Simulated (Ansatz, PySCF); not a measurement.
System: H3 (cation, charge +1), singlet: symmetric bend, bond length relaxed. Scanned: H-H-H angle. Other coordinates (H-H bond length) were minimised at PBE0/def2-TZVP. Each profile is relative to its own lowest point.

```tsv
a / °	A	B	C
180	142.9	166.0	152.0
168.92	142.4	164.4	150.5
159.88	141.0	160.8	147.0
152.22	138.8	156.0	142.4
138.24	131.4	142.6	129.8
129.17	123.6	130.5	118.6
122.35	115.8	119.6	108.7
108.69	95.1	93.4	84.8
99.47	76.9	72.8	66.2
91.66	59.5	54.3	49.5
78.78	30.4	24.6	22.5
72.10	16.3	11.7	10.7
60	0.0	0.0	0.0
```

Energies in kJ/mol.

Task: Match the curves with the methods Ansatz (a quantum-chemistry and plane-wave program) with CCSD on RHF/cc-pVDZ, frozen core; restricted BLYP/cc-pVDZ in Ansatz; restricted M06-2X/6-31G*, spherical d run with PySCF 2.14.0.

Result: A is RKS-M06-2X/6-31G*; B is CCSD/cc-pVDZ; C is RKS-BLYP/cc-pVDZ.
